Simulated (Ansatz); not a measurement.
Molecule: C₇H₁₃, charge 0, multiplicity 2. It need not be the lowest isomer of its formula. 
Coordinates optimised at B3LYP-D3(BJ)/def2-TZVP (Ansatz, an electronic-structure program):
SMILES: C=[C]CCC(C)C
```xyz
20

C     -2.4565    -0.9512    -0.7154
C     -1.3700     0.1169    -0.5858
C     -1.9194     1.3591     0.1174
C     -0.1421    -0.4626     0.1251
C      1.0726     0.4769     0.1568
C      2.2626    -0.1382     0.7520
C      3.4794    -0.4905     0.4385
H     -2.0879    -1.8304    -1.2478
H     -3.3242    -0.5683    -1.2564
H     -2.7973    -1.2773     0.2712
H     -1.0620     0.4086    -1.5975
H     -2.2034     1.1238     1.1472
H     -1.1923     2.1714     0.1484
H     -2.8080     1.7339    -0.3945
H     -0.4112    -0.7337     1.1509
H      0.1538    -1.3905    -0.3713
H      1.3151     0.7937    -0.8713
H      0.8253     1.3885     0.7080
H      3.8801    -0.3188    -0.5645
H      4.1525    -0.9639     1.1458
```
Charge 0, spin multiplicity 2.

Total electronic energies in hartree. Valence correlation only, unless marked. Open shells are spin-unrestricted. Spin-orbit coupling is left out. Non-relativistic. CBS(X,Y): correlation extrapolated as X^-3; Hartree-Fock from the larger set. The bracket is a focal-point correction in the basis named.

The UHF reference is spin-contaminated (<S^2> 0.16 over the pure value in the largest basis). 

| level | program | energy (Eh) |
|---|---|---|
| PBE/def2-TZVPD | Ansatz | -274.18365 |
| revPBE-D4/def2-TZVPD | Ansatz + dftd4 | -274.53981 |
| CAM-B3LYP-D3(BJ)/def2-TZVPD | Ansatz + dftd3 | -274.42359 |
| B2GP-PLYP-D3(BJ)/def2-TZVPD | Ansatz + dftd3 | -274.25183 |
| SCS-MP2/6-31G | Ansatz | -273.07084 |
| SCS-MP2/cc-pVTZ | Ansatz | -273.83099 |
| CCSD/6-31G | Ansatz | -273.15750 |
| CCSD(T)/6-31G* | Ansatz | -273.56665 |
| RI-MP2/CBS(cc-pVTZ,cc-pVQZ)+[CCSD(T)-MP2]/cc-pVTZ | Ansatz | -274.1019 |

Totals of different functionals don't rank their quality; only differences between species are comparable.
